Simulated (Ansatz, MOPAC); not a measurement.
System: chloro(dimethyl)borane, C2H6BCl (charge 0, singlet). SMILES: CB(C)Cl

Atoms: C1, B2, C3, Cl4, H5, H6, H7, H8, H9, H10. Bonds: C1-B2, C1-H5, C1-H6, C1-H7, B2-C3, B2-Cl4, C3-H8, C3-H9, C3-H10.

Bond lengths (Å) and angles (degrees) optimised at MNDO with MOPAC; HF/3-21G with Ansatz (a quantum-chemistry and plane-wave program); B3LYP/6-31G* with Ansatz; MP2/6-31G* with Ansatz, each started from the B3LYP-D3(BJ)/def2-TZVP structure (Ansatz) of the last column. A row stands for all coordinates that are equal there; 10 of 13 kinds are shown. 6-31G* holds six Cartesian d functions. No wavenumbers were computed at MNDO, MP2/6-31G*, so these may be saddle points.

```tsv
coordinate	MNDO	HF/3-21G	B3LYP/6-31G*	MP2/6-31G*	B3LYP-D3(BJ)/def2-TZVP
C1-B2	1.552	1.567	1.568	1.567	1.559
C1-H5	1.110	1.086	1.096	1.094	1.092
C1-H6	1.108	1.085	1.094	1.092	1.090
C1-H7	1.113	1.093	1.102	1.099	1.099
B2-Cl4	1.794	1.850	1.792	1.768	1.781
C1-B2-C3	125.7	126.4	124.2	123.2	123.8
C1-B2-Cl4	117.1	116.8	117.9	118.4	118.1
B2-C1-H5	111.1	112.2	112.5	111.9	112.4
B2-C1-H6	113.9	112.9	114.0	113.7	114.0
B2-C1-H7	107.6	108.6	107.6	107.6	107.2
```

Mean signed difference of all 9 bond lengths from B3LYP-D3(BJ)/def2-TZVP: MNDO 0.011 Å, HF/3-21G 0.006 Å, B3LYP/6-31G* 0.006 Å, MP2/6-31G* 0.001 Å.
